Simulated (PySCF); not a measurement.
# Simulated absorption spectrum

Compound: C4H6N2SSi.
Structure used (GFN2-xTB), in Å, numbered top down from 1:
```
atom  x, y, z in Å
C1    -2.2617   -1.3660    0.0231
C2    -0.9888   -0.9899    0.0475
C3    -0.5768    0.3935   -0.0503
N4    -1.4858    1.3883   -0.1511
N5    -1.0156    2.5432   -0.2246
S6     0.6502    2.5718   -0.1826
C7     0.7314    0.8633   -0.0537
Si8    2.3852   -0.0132    0.0767
H9    -3.0484   -0.6368   -0.0682
H10   -2.5499   -2.4005    0.0938
H11   -0.1865   -1.7083    0.1439
H12    3.3350    0.7218   -0.7562
H13    2.2251   -1.3844   -0.4042
H14    2.7859    0.0167    1.4839
```

Method used: TDDFT B3LYP/def2-SVPD, vertical, gas phase, core orbitals frozen in the response in PySCF. GFN2-xTB frequencies show an imaginary mode (39i cm⁻¹), so this geometry is no minimum at that level.

Computed states:

| state | E (eV) | f |
| --- | --- | --- |
| S1 | 3.88 | 0.0008 |
| S2 | 4.42 | 0.079 |
| S3 | 4.85 | 0.0026 |
| S4 | 5.32 | 0.217 |
| S5 | 5.45 | 0.107 |
| S6 | 5.58 | 0.066 |
| S7 | 6.07 | 0.017 |
| S8 | 6.10 | 0.117 |

Broadening: Gaussians 0.25 eV wide at half height, area fixed by f = 4.319×10⁻⁹ ∫ε dν̃. The width is an assumption, not a result. The curve ends short of the highest state used, and states not computed would add to its high-energy end.

Problem. Give the broadened spectrum and its maxima.

Solution. 
```
λ (nm)  ε (L mol⁻¹ cm⁻¹)
 225.5             22236
 229.9             30455
 234.4             25783
 238.8             11247
 243.2              2446
 247.6               358
 252.0               236
 256.4               283
 260.8               256
 265.2               577
 269.6              2162
 274.0              5354
 278.4              8181
 282.9              7965
 287.3              5149
 291.7              2303
 296.1               738
 300.5               180
 304.9                51
 309.3                48
 313.7                72
 318.1                88
 322.5                83
 326.9                61
 331.3                37
 335.8                17
 340.2                 7
 344.6                 2
 349.0                 1
 353.4                 0
```

Maxima: 319 nm (3.88 eV), ε about 88, made up of S1 (100%); 280 nm (4.42 eV), ε about 8500, made up of S2 (100%); 256 nm (4.84 eV), ε about 280, made up of S3 (99%); 231 nm (5.37 eV), ε about 31000, made up of S4 (69%) and S5 (27%) (ε in L mol⁻¹ cm⁻¹; maxima over ε = 5, shares over 10%).

Problem. On this curve, what absorbance would a 10⁻³ mol/L sample give at 254 nm over a 1 cm path?

Solution. 254 nm is 4.881 eV, where ε is about 270 L mol⁻¹ cm⁻¹, so A = ε c l ≈ 0.27 (Beer–Lambert, with the gas-phase spectrum and the assumed width).

Problem. Coming from long wavelengths, where does ε first pass 100 L mol⁻¹ cm⁻¹?

Solution. At about 302 nm (4.10 eV), 0.22 eV above S1.

Problem. What would ε be at 5.37 eV, the highest of these maxima, with half the width (0.125 eV)?

Solution. About 39200 L mol⁻¹ cm⁻¹ against 30900, a factor of about 1.3; a lone state at its own centre would give exactly 2.

One conformer stands for the species.
